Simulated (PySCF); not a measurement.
Spectrum to structure. Level of theory: PySCF 2.14.0, density-fitted response routines, TDDFT wB97X-D/def2-SVPD, vertical, gas phase, core orbitals frozen in the response. Geometries: GFN2-xTB, one conformer each.

```
state  E (eV)       f   main configurations (H = HOMO, L = LUMO)
   S1    5.42   0.887                                  H→L (94%)
   S2    5.58  0.0018  H-2→L (67%), H-2→L+2 (14%), H-2→L+6 (13%)
   S3    5.77  0.0088                                H→L+1 (76%)
   S4    6.10  0.0009                 H→L+3 (59%), H-1→L+1 (13%)
   S5    6.37   0.103                                H→L+2 (86%)
   S6    6.62   0.036                                H→L+4 (70%)
   S7    7.04   0.013       H→L+6 (68%), H-1→L (16%), H→L+5 (8%)
   S8    7.14  0.0030                                H→L+5 (54%)
```

Question: Which candidate is it?
A. `Cc1cocc(Cl)[nH]o1`
B. `C=C(Cl)O/C=C/NC=O`
C. `c1ccc2oncc2c1`

Answer: B. Its S1, at 5.42 eV, is the highest among the candidates; the nearest of the others has S1 at 5.14 eV. S1 is HOMO→LUMO (94%). Löwdin shares by element: HOMO carbon 47% or more, oxygen 17% or more (atoms not listed hold the other 37%); LUMO carbon 50% or more, oxygen 11% or more (atoms not listed hold the other 39%). At the same level the other candidates give, for their lowest levels:
- `c1ccc2oncc2c1`: 5.14 eV (f 0.050); 5.63 eV (f 0.133); 6.20 eV (f 0.005); 6.72 eV (f 0.365); 6.89 eV (f 0.488); T1 3.81 eV; HOMO -9.11, LUMO 0.31 eV
- `Cc1cocc(Cl)[nH]o1`: 4.77 eV (f 0.021); 5.44 eV (f 0.025); 5.69 eV (f 0.054); 5.98 eV (f 0.022); 6.39 eV (f 0.067); T1 3.67 eV; HOMO -7.93, LUMO 1.42 eV

The values belong to the conformer `[CH2:1]=[C:2]([Cl:3])[O:4]/[CH:5]=[CH:6]/[NH:7][CH:8]=[O:9]`: C1–C2–O4–C5 -176°, C2–O4–C5–C6 -178°, C5–C6–N7–C8 -179°, C6–N7–C8–O9 0°.
Triplets come from the Tamm–Dancoff approximation.
